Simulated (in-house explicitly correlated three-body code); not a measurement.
Computed with an exponentially correlated three-body code. Model: two electrons around a point charge, non-relativistic, variational in 260 exponentially correlated functions (energies converged to about 1e-7 hartree, or 1e-8 relative for large Z).

For two electrons in a singlet the Kohn-Sham orbital is the square root of half the density, so the exact Kohn-Sham potential and energy parts follow from the density alone, and exchange is minus half the Hartree energy. The Kohn-Sham level equals minus the binding energy of the second electron.

Command:
```bash
python run_hyl.py task.json out
```
Settings (lengths in bohr, energies in hartree):
```
Z                      2.48
interaction_strength   1
functions              260
states_tried           13
```

Time taken, with all properties: 31 s on 1 thread of Intel(R) Xeon(R) Platinum 8375C CPU @ 2.90GHz (Ice Lake), on a shared host.

**Those bound S and P states to n = 4 that converged, binding against the one-electron ion.**

Given: nuclear charge 2.48.

Computed: one-electron threshold -3.0752 hartree.

```json
{"term": "1 1S", "energy (hartree)": "-4.75479281", "binding (eV)": "45.704", "quantum defect": "0.1925"}
{"term": "2 3S", "energy (hartree)": "-3.42805323", "binding (eV)": "9.6016", "quantum defect": "0.23823"}
{"term": "2 1S", "energy (hartree)": "-3.37971237", "binding (eV)": "8.2862", "quantum defect": "0.10354"}
{"term": "2 3P", "energy (hartree)": "-3.36595851", "binding (eV)": "7.9119", "quantum defect": "0.059201"}
{"term": "2 1P", "energy (hartree)": "-3.34560088", "binding (eV)": "7.358", "quantum defect": "-0.012531"}
{"term": "3 3S", "energy (hartree)": "-3.21795853", "binding (eV)": "3.8847", "quantum defect": "0.23022"}
{"term": "3 1S", "energy (hartree)": "?", "binding (eV)": "?", "quantum defect": "?"}
{"term": "3 3P", "energy (hartree)": "-3.20200943", "binding (eV)": "3.4507", "quantum defect": "0.061194"}
{"term": "3 1P", "energy (hartree)": "-3.19579671", "binding (eV)": "3.2816", "quantum defect": "-0.013554"}
{"term": "4 3S", "energy (hartree)": "-3.15216819", "binding (eV)": "2.0944", "quantum defect": "0.22783"}
{"term": "4 1S", "energy (hartree)": "?", "binding (eV)": "?", "quantum defect": "?"}
{"term": "4 3P", "energy (hartree)": "-3.14581249", "binding (eV)": "1.9215", "quantum defect": "0.061726"}
{"term": "4 1P", "energy (hartree)": "-3.14318166", "binding (eV)": "1.8499", "quantum defect": "-0.013755"}
```

(1) What belongs in the row 3 1S?

(2) What belongs in the row 4 1S?

**Converged states only, values per electron or pair.**

```tsv
term	mean r (bohr)	mean r squared (bohr²)	mean inverse r (1/bohr)	mean r12 (bohr)	mean inverse r12 (1/bohr)	mean cosine	mean p1 dot p2 (bohr⁻²)	delta r1 (bohr⁻³)	delta r12 (bohr⁻³)
1 1S	0.71532	0.70011	2.1681	1.0842	1.2441	-0.052415	0.22111	3.6891	0.25646
2 3S	?	?	?	?	?	?	?	?	-
2 1S	2.1394	8.1012	1.4349	3.7387	0.35782	-0.015079	0.015322	2.5269	0.026602
2 3P	1.8663	6.1677	1.4349	3.2272	0.38504	-0.047521	-0.15947	2.394	-
2 1P	2.021	7.3146	1.4222	3.495	0.36302	0.0024375	0.12354	2.4317	0.0032612
3 3S	4.2043	34.838	1.3306	7.8371	0.16386	-0.0040802	0.0032609	2.46	-
3 1S	4.5719	41.644	1.3251	8.5673	0.16179	-0.0046026	0.0043772	2.4553	0.0076849
3 3P	4.3376	37.85	1.3251	8.1077	0.1685	-0.013054	-0.042699	2.4184	-
3 1P	4.5682	42.143	1.3214	8.5577	0.16259	0.00085025	0.037561	2.4287	0.0011134
4 3S	7.5235	117.58	1.2897	14.46	0.092552	-0.0016639	0.0013044	2.4405	-
4 1S	?	?	?	?	?	?	?	?	?
4 3P	7.8219	128.63	1.2875	15.058	0.094153	-0.0053273	-0.017248	2.4238	-
4 1P	8.1294	139.18	1.2859	15.669	0.091753	0.0003681	0.015941	2.4281	0.00049177
```

(3) What belongs in the row 2 3S?

(4) What belongs in the row 4 1S?

**Functionals on the exact density and self-consistent, errors are functional minus exact, hybrids only self-consistent, a dash where a self-consistent run leaves the top level unbound.**

| result | exchange error (millihartree) | correlation error (millihartree) | functional driven error (millihartree) | density driven error (millihartree) | self consistent total error (millihartree) | top level plus exact binding (eV) |
| --- | --- | --- | --- | --- | --- | --- |
| OLYP | 1.5027 | -3.1608 | -1.6581 | -1.412 | -3.0702 | 11.772 |
| wB97X | - | - | - | - | -2.1966 | 6.1801 |
| BLYP | 2.8287 | -3.1608 | -0.33215 | -1.4289 | -1.761 | 11.675 |
| M06-L | ? | ? | ? | ? | ? | ? |
| LDA VWN5 | 184.36 | -81.79 | 102.57 | -1.8893 | 100.68 | 12.404 |
| revTPSS | ? | ? | ? | ? | ? | ? |
| HSE06 | - | - | - | - | 10.993 | 9.0725 |
| r2SCAN | -4.8234 | 3.6051 | -1.2183 | -0.27881 | -1.4971 | 10.783 |
| AM05 | 141.57 | -65.26 | 76.307 | -1.2792 | 75.028 | 12.449 |
| PBE | 18.331 | -0.64255 | 17.688 | -1.0518 | 16.636 | 11.906 |

(5) What belongs in the row M06-L?

(6) What belongs in the row revTPSS?

**Density and exact potentials over r, pair density (one pair, times 4 pi r12^2) and exact minus Kohn-Sham pair density over r12.**

```csv
radius (bohr),radial density (electrons/bohr),exchange potential (hartree),intracule density (1/bohr),Coulomb hole against Kohn-Sham (1/bohr),correlation potential (hartree)
0.0878,0.46421,-2.1199,0.026239,-0.01191,-0.043
0.102,0.58472,-2.1052,0.035518,-0.0155,-0.039
0.12,0.74174,-2.0846,0.04924,-0.02044,-0.035
0.139,0.90808,-2.0608,0.066014,-0.02599,-0.029
0.163,1.1129,-2.0283,0.09037,-0.03326,-0.023
0.19,1.3295,-1.9892,0.12163,-0.04145,-0.016
0.221,1.5531,-1.9419,0.16192,-0.05043,-0.008
0.258,1.7789,-1.8832,0.21497,-0.05999,0
0.301,1.9823,-1.8135,0.28142,-0.06881,0.008
0.352,2.1439,-1.7306,0.36359,-0.07543,0.016
0.41,2.2347,-1.638,0.45671,-0.07757,0.021
0.478,?,?,?,?,?
0.558,2.1437,-1.4191,0.66179,-0.06074,0.027
0.651,1.9483,-1.2977,0.74993,-0.04006,0.026
0.76,1.6672,-1.1717,0.80616,-0.01354,0.022
0.886,1.3353,-1.0465,0.81235,0.01325,0.018
1.03,0.99585,-0.92683,0.75963,0.03368,0.013
1.21,0.66145,-0.80582,0.64099,0.04336,0.008
1.41,?,?,?,?,?
1.64,0.21983,-0.60618,0.32817,0.02796,0.003
1.91,0.10378,-0.52234,0.18936,0.01447,0.002
2.23,0.040986,-0.44808,0.090359,0.004648,0.001
```

(7) What belongs in the row 0.478?

(8) What belongs in the row 1.41?

Answers

(1) energy (hartree): -3.20541376; binding (eV): 3.5433; quantum defect: 0.099865.

(2) energy (hartree): -3.14716253; binding (eV): 1.9582; quantum defect: 0.098842.

(3) mean r (bohr): 1.8985; mean r squared (bohr²): 6.1913; mean inverse r (1/bohr): 1.4553; mean r12 (bohr): 3.2769; mean inverse r12 (1/bohr): 0.36214; mean cosine: -0.014304; mean p1 dot p2 (bohr⁻²): 0.012213; delta r1 (bohr⁻³): 2.5513.

(4) mean r (bohr): 8.0196; mean r squared (bohr²): 134.24; mean inverse r (1/bohr): 1.2875; mean r12 (bohr): 15.45; mean inverse r12 (1/bohr): 0.091532; mean cosine: -0.0019418; mean p1 dot p2 (bohr⁻²): 0.0018107; delta r1 (bohr⁻³): 2.439; delta r12 (bohr⁻³): 0.0031859.

(5) exchange error (millihartree): -15.369; correlation error (millihartree): 0.21615; functional driven error (millihartree): -15.153; density driven error (millihartree): -2.2954; self consistent total error (millihartree): -17.448; top level plus exact binding (eV): 10.677.

(6) exchange error (millihartree): -3.8922; correlation error (millihartree): -4.5553; functional driven error (millihartree): -8.4475; density driven error (millihartree): -0.16881; self consistent total error (millihartree): -8.6163; top level plus exact binding (eV): 10.907.

(7) radial density (electrons/bohr): 2.2394; exchange potential (hartree): -1.5338; intracule density (1/bohr): 0.55897; Coulomb hole against Kohn-Sham (1/bohr): -0.07326; correlation potential (hartree): 0.025.

(8) radial density (electrons/bohr): 0.40332; exchange potential (hartree): -0.70017; intracule density (1/bohr): 0.48783; Coulomb hole against Kohn-Sham (1/bohr): 0.03976; correlation potential (hartree): 0.005.

The density-driven part is never positive, since each functional's own density lowers its energy. Here it is small beside the functional-driven part (median ratio 0.11), the normal case.
